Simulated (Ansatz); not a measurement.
Total energies of BCl2(vinyl) (C2H3BCl2) from Ansatz at PBE-D4/def2-TZVP, gas phase (1 Eh = 27.2114 eV = 2625.5 kJ/mol). The reference geometry is relaxed at PBE-D4/def2-SVP.

```xyz
8

B     0.269   -0.645   -1.021
Cl    0.587   -0.384   -2.738
Cl    0.313   -2.303   -0.411
C    -0.035    0.559   -0.096
C    -0.291    0.440    1.227
H    -0.043    1.568   -0.546
H    -0.294   -0.548    1.718
H    -0.505    1.313    1.867
```

| state | geometry | energy (Eh) |
| --- | --- | --- |
| charge 0 singlet | reference | -1022.88311 |
| charge 1 doublet | reference | -1022.50428 |
| free B atom (doublet) | – | -24.61008 |
| free Cl atom (doublet) | – | -459.95840 |
| free C atom (triplet) | – | -37.79597 |
| free H atom (doublet) | – | -0.49962 |

**Question.** Work out the vertical ionisation energy to the doublet.

**Answer.** E(charge 1 doublet) − E(charge 0 singlet) = -1022.50428 − (-1022.88311) = 0.37883 Eh = 10.31 eV. For comparison, −ε of the highest occupied level is 7.36 eV at this level, 2.95 eV less.

**Question.** What is the binding energy per atom against free atoms?

**Answer.** Atoms: 1 × (-24.61008) + 2 × (-459.95840) + 2 × (-37.79597) + 3 × (-0.49962) = -1021.61768 Eh. Binding: -1021.61768 − (-1022.88311) = 1.26543 Eh = 34.43 eV, or 4.30 eV for each of 8 atoms (no zero-point energy, no counterpoise term).

At PBE-D4/def2-TZVP the gap within one spin of the charge 1 doublet nearly closes, so an electron or hole may be smeared out by delocalisation error.
